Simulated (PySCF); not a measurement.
## Cl (chlorine, neutral): MN15 calculation

Configuration: [Ne] 3s2 3p5, 2P determinant. All numbers are calculated (PySCF 2.14, the non-relativistic Hamiltonian (point nucleus), in def2-TZVP).

| Quantity | Value |
| --- | --- |
| Total energy | -460.0504 hartree |
| One-electron energy | -635.3448 hartree |
| Hartree (Coulomb) energy | 203.4308 hartree |
| Exchange-correlation energy | -28.1364 hartree |
| Kinetic energy | 459.88400 hartree |
| ⟨S²⟩ | 0.7523 |
| ⟨L²⟩ | 2.010 |
| Sum of ⟨r⟩ | 15.72 bohr |
| Sum of ⟨r²⟩ | 27.22 bohr² |
| Traceless quadrupole moment −½Σ⟨3z² − r²⟩ along its main axis | 1.51 e·bohr² |
| Density at the nucleus (Gaussians lack the cusp) | 3110 bohr⁻³ |
| Spin density at the nucleus | 0.0121 bohr⁻³ |
| Langevin diamagnetic susceptibility | -21.6 ×10⁻⁶ cm³/mol |
| Time after the integrals | 0.68 s of wall time on 1 thread of Neoverse-N1 (shared host) |

```tsv
shell	electrons	mean orbital energy (eV)	spread (eV)	rms radius, mean of both spins (bohr)
1s α	1	-2731.8	0	0.106
1s β	1	-2731.7	0	0.106
2s α	1	-250.69	0	0.492
2s β	1	-250.54	0	0.492
2p α	3	-196.61	0.725	0.454
2p β	3	-196.48	0.525	0.454
3s α	1	-23.678	0	1.68
3s β	1	-22.300	0	1.68
3p α	3	-11.214	0.993	1.99
3p β	2	-10.358	0	1.99
```
